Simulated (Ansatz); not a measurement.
```yaml
crystal:
  periodic: [false, false, false]
  atoms:
    - {symbol: C, position_ang: [6.113534, -0.002927, -1.421371]}
    - {symbol: C, position_ang: [5.662575, 1.081770, -0.650292]}
    - {symbol: C, position_ang: [4.913822, 0.854930, 0.514780]}
    - {symbol: C, position_ang: [4.612003, -0.467079, 0.896857]}
    - {symbol: S, position_ang: [3.710671, -0.765451, 2.415216]}
    - {symbol: C, position_ang: [2.029178, -0.720255, 1.896874]}
    - {symbol: C, position_ang: [1.615876, -0.530021, 0.555847]}
    - {symbol: C, position_ang: [0.258497, -0.507792, 0.229770]}
    - {symbol: C, position_ang: [-0.696530, -0.678395, 1.248959]}
    - {symbol: S, position_ang: [-2.450438, -0.646496, 0.937555]}
    - {symbol: C, position_ang: [-2.616887, -1.127109, -0.790712]}
    - {symbol: C, position_ang: [-2.686765, -2.510558, -1.032861]}
    - {symbol: C, position_ang: [-2.805453, -2.951766, -2.357920]}
    - {symbol: C, position_ang: [-2.866732, -2.020828, -3.408567]}
    - {symbol: C, position_ang: [-2.808589, -0.642744, -3.142251]}
    - {symbol: C, position_ang: [-2.682900, -0.179299, -1.823490]}
    - {symbol: C, position_ang: [-2.927053, 1.092426, 0.961758]}
    - {symbol: C, position_ang: [-1.976324, 2.120997, 0.881839]}
    - {symbol: C, position_ang: [-2.429335, 3.448551, 0.920177]}
    - {symbol: C, position_ang: [-3.800960, 3.727768, 1.038516]}
    - {symbol: C, position_ang: [-4.734705, 2.681705, 1.127146]}
    - {symbol: C, position_ang: [-4.302958, 1.348361, 1.097926]}
    - {symbol: C, position_ang: [-0.307586, -0.888782, 2.588167]}
    - {symbol: C, position_ang: [1.048703, -0.902296, 2.906319]}
    - {symbol: C, position_ang: [5.068073, -1.558376, 0.132199]}
    - {symbol: C, position_ang: [5.817934, -1.319490, -1.030284]}
    - {symbol: H, position_ang: [6.708215, 0.179242, -2.330055]}
    - {symbol: H, position_ang: [5.904594, 2.112967, -0.951481]}
    - {symbol: H, position_ang: [4.566857, 1.695546, 1.135176]}
    - {symbol: H, position_ang: [2.368230, -0.403786, -0.235444]}
    - {symbol: H, position_ang: [-0.051858, -0.371451, -0.816703]}
    - {symbol: H, position_ang: [-2.648052, -3.232626, -0.202737]}
    - {symbol: H, position_ang: [-2.861857, -4.030885, -2.567456]}
    - {symbol: H, position_ang: [-2.968553, -2.373165, -4.445799]}
    - {symbol: H, position_ang: [-2.864914, 0.083818, -3.966737]}
    - {symbol: H, position_ang: [-2.647143, 0.898727, -1.607086]}
    - {symbol: H, position_ang: [-0.902901, 1.892453, 0.802944]}
    - {symbol: H, position_ang: [-1.700336, 4.271010, 0.861760]}
    - {symbol: H, position_ang: [-4.145152, 4.772301, 1.071299]}
    - {symbol: H, position_ang: [-5.808054, 2.903085, 1.231129]}
    - {symbol: H, position_ang: [-5.026862, 0.522320, 1.178009]}
    - {symbol: H, position_ang: [-1.060434, -1.037940, 3.377027]}
    - {symbol: H, position_ang: [1.360497, -1.063697, 3.949602]}
    - {symbol: H, position_ang: [4.838787, -2.585937, 0.453885]}
    - {symbol: H, position_ang: [6.181295, -2.168827, -1.629478]}
basis:
  gaussian: {orbitals: "6-31G*", fitting: {mean_field: def2-universal-jkfit}, final_grid: {core_spheres: 20, valence_spheres: 16, degree: 47}, nuclear_model: gaussian}
magnetization: {spin_polarized: false, initial_magnetization: 1}
hamiltonian: {xc: {name: SPW92}}
scf: {lower_state_search: off}
output: {forces: true}
```

```sh
$ ansatz run in.yaml --threads 2 --pin off --events-out ev --progress --plain --max-ram 22528MiB --backend cuda --devices 0, --max-vram 18GiB
```

Shortened log:

```
Functional definition: SPW92
2398 factors; integrals over basis functions are off by at most 6.6e-2 eV
mean field evaluation 1: about -46517.4765 eV, gradient 1.2e2 eV
mean field evaluation 2: about -46517.4574 eV, gradient 1.2e2 eV
mean field evaluation 4: about -46543.4905 eV, gradient 6.3e1 eV
mean field evaluation 8: about -46557.9287 eV, gradient 1.0e1 eV
mean field evaluation 16: about -46558.1854 eV, gradient 4.9e0 eV
mean field -46558.32271358 eV, -1710.9868013596 hartree, gradient 2.6e-6 eV, S^2 0.750000; 0 other end points of the search recorded, 0 dependent functions left out
reference -46558.32277529 eV, -1710.9868036273 hartree; 98, 97 occupied and 338, 339 virtual orbitals, 2398 factors
Total energy: -46558.32277529 eV, -1710.9868036273 hartree
Atom 0 force    -0.213716    -0.164223     0.328463 eV/Å
Atom 1 force    -0.116247    -0.357918     0.187604 eV/Å
Atom 2 force     0.170544    -0.408226    -0.364830 eV/Å
Atom 3 force     0.006661     0.095495     0.010094 eV/Å
Atom 4 force     0.242847     0.054880    -0.280170 eV/Å
Atom 5 force    -0.495924    -0.003873    -0.613574 eV/Å
Atom 6 force    -0.110994    -0.007231     0.646579 eV/Å
Atom 7 force     0.297719     0.141694     0.181820 eV/Å
Atom 8 force    -0.255587    -0.703188     0.089926 eV/Å
Atom 9 force     0.072474     1.272124     0.769461 eV/Å
Atom 10 force     0.712952    -0.006322    -0.376524 eV/Å
Atom 11 force    -0.164938     0.126493    -0.625647 eV/Å
Atom 12 force    -0.068317     0.448962     0.226819 eV/Å
Atom 13 force     0.042857    -0.075405     0.247450 eV/Å
Atom 14 force    -0.053345    -0.021059     0.513612 eV/Å
Atom 15 force    -0.157973    -0.568230    -0.424636 eV/Å
Atom 16 force    -0.044687    -1.146644    -0.429341 eV/Å
Atom 17 force    -0.188132     0.809885    -0.065838 eV/Å
Atom 18 force    -0.024338    -0.710412     0.082603 eV/Å
Atom 19 force    -0.011863     0.094993    -0.018059 eV/Å
Atom 20 force     0.409321    -0.588145     0.123848 eV/Å
Atom 21 force    -0.339558     0.907546     0.111837 eV/Å
Atom 22 force     0.589785     0.121668    -0.310532 eV/Å
Atom 23 force    -0.327243     0.075301    -0.223061 eV/Å
Atom 24 force     0.123695     0.423460    -0.200841 eV/Å
Atom 25 force    -0.110133     0.397729     0.247904 eV/Å
Atom 26 force    -0.073795    -0.022462     0.101212 eV/Å
Atom 27 force    -0.030132    -0.120957     0.030341 eV/Å
Atom 28 force     0.006511    -0.125253    -0.053206 eV/Å
Atom 29 force     0.026028     0.009000     0.063093 eV/Å
Atom 30 force    -0.088625    -0.076544     0.067821 eV/Å
Atom 31 force     0.068327     0.099653    -0.009117 eV/Å
Atom 32 force     0.016866     0.103171    -0.006193 eV/Å
Atom 33 force    -0.000791     0.029183     0.098242 eV/Å
Atom 34 force     0.046777    -0.076128     0.056294 eV/Å
Atom 35 force     0.023377    -0.065137     0.123699 eV/Å
Atom 36 force    -0.082024    -0.052990    -0.030618 eV/Å
Atom 37 force    -0.060625    -0.087404     0.000072 eV/Å
Atom 38 force     0.033098    -0.110818    -0.024971 eV/Å
Atom 39 force     0.106617    -0.024606    -0.030605 eV/Å
Atom 40 force     0.096127     0.065799    -0.074968 eV/Å
Atom 41 force    -0.013599     0.030025    -0.103938 eV/Å
Atom 42 force    -0.002125    -0.023886    -0.087840 eV/Å
Atom 43 force    -0.013248     0.142841    -0.013731 eV/Å
Atom 44 force    -0.044623     0.097159     0.059447 eV/Å
Dipole moment:     0.009772    -0.093569    -0.533556 e Å
Checks for a lower state left out: stability, starts, cluster_reference, orbital_swaps, neighbouring_geometries, increment
```

Run time 6.5 s (2 threads of AMD EPYC 7R13 on a shared host and a share (18 GiB) of an NVIDIA H100 80GB HBM3).

The 6-31G sets use Cartesian d functions.

With spin_polarized false and unpaired electrons the run is restricted open-shell.
